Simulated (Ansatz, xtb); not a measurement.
## ClF2GeH2Sn+: which of two structures lies lower

Structure X: a singlet given by its coordinates. Structure Y: a singlet given by its coordinates. Both are gas-phase species (loosely bound parts included), relaxed with PBE-D3(BJ)/def2-SVP.

X (Å):

```xyz
7

Cl    0.8909    0.6892    1.2464
F    -0.1842    0.5539   -1.4994
F     1.1483   -1.8339   -0.8678
Ge   -1.0014    0.3915    0.1356
Sn    2.0559   -0.1596   -1.3285
H    -1.8697    1.6474    0.2746
H    -1.4809   -1.0573    0.2617
```

Close contacts (Å): Cl1–Ge4 2.21, Cl1–Sn5 2.95, F2–Ge4 1.84, F2–Sn5 2.36, F3–Sn5 1.96, Ge4–H6 1.53, Ge4–H7 1.53.

Y (Å):

```yaml
atoms:
  - { symbol: Cl, position_ang: [0.2730, 0.2207, -0.7593] }
  - { symbol: F, position_ang: [-0.4590, -2.2343, 1.1236] }
  - { symbol: F, position_ang: [1.8889, -1.3853, 1.4582] }
  - { symbol: Ge, position_ang: [0.8359, -1.6409, 0.0139] }
  - { symbol: Sn, position_ang: [0.3880, -1.7220, 3.3627] }
  - { symbol: H, position_ang: [-0.1621, -0.0547, 2.9913] }
  - { symbol: H, position_ang: [1.3718, -2.7803, -0.8549] }
```

Close contacts (Å): Cl1–Ge4 2.09, F2–Ge4 1.81, F2–Sn5 2.45, F3–Ge4 1.81, F3–Sn5 2.45, Ge4–H7 1.53, Sn5–H6 1.79.

Q: Estimate E(Y) − E(X) at the level CCSD(T)/def2-SVP + ΔMP2/def2-TZVPP.

A: Calculated at CCSD(T)/def2-SVP + ΔMP2/def2-TZVPP: E(Y) − E(X) = +65.5 kJ/mol, so structure X lies lower.

How the difference moves with the method:

| level | geometry | E(Y) − E(X) (kJ/mol) | departure from the last row (kJ/mol) | job, with rough time for the two |
| --- | --- | --- | --- | --- |
| PBE-D3(BJ)/def2-SVP | PBE-D3(BJ)/def2-SVP | +73.2 | +7.8 | optimisation, 96 s |
| HF/def2-SVP | PBE-D3(BJ)/def2-SVP | +49.8 | −15.7 | part of the CCSD(T) run |
| MP2/def2-SVP | PBE-D3(BJ)/def2-SVP | +58.1 | −7.4 | part of the CCSD(T) run |
| CCSD(T)/def2-SVP | PBE-D3(BJ)/def2-SVP | +52.3 | −13.2 | single point |
| CCSD(T)/def2-SVP + ΔMP2/def2-TZVPP | PBE-D3(BJ)/def2-SVP | +65.5 |  | single point, 65 s |

None of the levels shown reverses the order. The largest departure from CCSD(T)/def2-SVP + ΔMP2/def2-TZVPP is that of HF/def2-SVP, 15.7 kJ/mol. Levels run at GFN2-xTB geometries aren't shown. The last row adds to CCSD(T) the change of the MP2 difference between the two basis sets, here +13.2 kJ/mol, a large step that makes the value less sure.

With harmonic frequencies from PBE-D3(BJ)/def2-SVP (ideal gas, rigid rotor, one conformer each, 298.15 K, 1 atm): on the last row, ΔE + ΔZPE = +61.4 kJ/mol. A mode under 50 cm⁻¹ makes harmonic enthalpies and free energies unreliable, so none is given.

The correlated steps freeze 20 core orbitals; the filled d shell of Ge and Sn is correlated, in a basis made for valence electrons. Atoms past krypton carry core potentials in the def2 sets and no spin–orbit term is included. Codes used: Ansatz 0.2.0; the last row on 2 threads of Arm Neoverse V2 on a shared host.
